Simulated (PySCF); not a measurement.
Species: C₈H₅O₂ (charge -1).
Atom-mapped SMILES: `[O:1]=[C:2]([O-:3])[c:4]1[cH:5][cH:6][cH:7][c:8]2[c:9]1[CH2:10]2`

NICS is the negative of the GIAO shielding at a point without a nucleus: at the ring centre (0) and 1 Å above and below it (1); zz is the component along the ring normal. Level: GIAO PBE0/pcSseg-1 (PySCF, non-relativistic, gas phase) on the GFN2-xTB geometry, one conformer.

Rings: 1. C4–C5–C6–C7–C8–C9; 2. C8–C9–C10.

```json
{"set": "P", "NICS(0)": "-8.9", "NICS(1), two faces": "-11.9 / -11.9", "NICS(1)zz, two faces": "-27.4 / -27.4"}
{"set": "Q", "NICS(0)": "-21.6", "NICS(1), two faces": "-7.3 / -7.3", "NICS(1)zz, two faces": "-14.1 / -14.0"}
```

Problem. Which set (ppm) belongs to which ring?

Solution. P = 1, Q = 2.
- 1 (6-membered carbocycle; formal bonds all aromatic): mean NICS(1)zz -27.4 ppm, shielded, aromatic by this magnetic criterion (flat ring, no four-coordinate atom), though in fused rings the probe also feels the neighbouring ring.
- 2 (3-membered carbocycle; formal bonds 1 aromatic, 2 single): mean NICS(1)zz -14.0 ppm, shielded. C10 has four or more neighbours; no verdict on aromaticity is drawn. A hydrogen on C10, outside the ring, lies only 1.48 Å from a NICS(1) probe, which then mostly feels that atom.

Problem. How do the rings differ in shape?

Solution. 
```json
{"ring": "1", "bond lengths (Å)": "1.415, 1.382, 1.412, 1.356, 1.378, 1.362", "rms pucker (Å)": "0.00", "HOMA": "0.87", "nearest outside atom to a NICS(1) probe (Å)": "hydrogen 2.62"}
{"ring": "2", "bond lengths (Å)": "1.378, 1.488, 1.490", "rms pucker (Å)": "0.00", "HOMA": "–", "nearest outside atom to a NICS(1) probe (Å)": "hydrogen 1.48"}
```

HOMA = 1 − mean of α(R − Ropt)² over the ring bonds, with Krygowski's 1993 parameters (CC: Ropt 1.388 Å, α 257.7 Å⁻²). A dash marks a ring with a four-coordinate atom, a triple bond, no multiple bond or a kind of bond without parameters.

Shape of the structure used: `[O:1]=[C:2]([O-:3])[c:4]1[cH:5][cH:6][cH:7][c:8]2[c:9]1[CH2:10]2`: O1–C2–C4–C5 0°.
